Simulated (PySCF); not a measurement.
## 4-isopropylphenol (CC(C)c1ccc(O)cc1, C9H12O)

Cartesian coordinates in Å; atom numbers follow the order of the lines, from 1:
```xyz
22

C    -2.6152    1.1640   -0.2851
C    -1.9648   -0.2100   -0.1272
C    -2.5529   -0.9701    1.0612
C    -0.4560   -0.1111   -0.0403
C     0.1732    0.5677    1.0088
C     1.5597    0.6598    1.0902
C     2.3618    0.0667    0.1102
O     3.7115    0.1231    0.1366
C     1.7518   -0.6155   -0.9450
C     0.3648   -0.6974   -1.0101
H    -3.7052    1.0718   -0.4147
H    -2.2092    1.6994   -1.1564
H    -2.4392    1.7919    0.6033
H    -2.1912   -0.7911   -1.0379
H    -3.6421   -1.0926    0.9511
H    -2.1023   -1.9691    1.1576
H    -2.3740   -0.4314    2.0058
H    -0.4287    1.0412    1.7893
H     2.0258    1.1973    1.9224
H     3.9907    0.6200    0.9125
H     2.3838   -1.0763   -1.7067
H    -0.0965   -1.2355   -1.8434
```

Level of theory: quadratic response CAM-B3LYP/def2-SVPD first hyperpolarisability, Taylor convention, gas phase in PySCF 2.14.0. Geometry: PBE0-D3(BJ)/def2-SVP.

**Question.** What is the first hyperpolarisability, and how does it disperse?

**Answer.** In au, Taylor convention; the vector part is βᵢ = ⅓ Σⱼ (βᵢⱼⱼ + βⱼᵢⱼ + βⱼⱼᵢ); β∥ is 3/5 of the vector part along the dipole, the dipole points from − to +:
| process | λ (nm) | β vector norm | β∥ | β HRS | depolarisation ratio |
| --- | --- | --- | --- | --- | --- |
| static β(0;0,0) | ∞ | 242.5 | -55.3 | 99.6 | 5.15 |
| second harmonic β(−2ω;ω,ω) | 1907 | 254.0 | -57.4 | 104.1 | 5.17 |
| Pockels β(−ω;ω,0) | 1907 | 246.2 | -56.0 | – | – |
| second harmonic β(−2ω;ω,ω) | 1064 | 283.1 | -62.6 | 115.5 | 5.25 |
| Pockels β(−ω;ω,0) | 1064 | 254.8 | -57.5 | – | – |

**Question.** Which lowest excitations, dipole and polarisabilities go with it?

**Answer.** S1 5.05 eV (f = 0.034); S2 5.87 eV (f = 0.000); S3 5.89 eV (f = 0.085); dipole 1.32 D; isotropic α 110.2 au static, 110.6 au at 1907 nm, 111.4 au at 1064 nm, 111.7 au at 953.5 nm, 115.4 au at 532 nm.
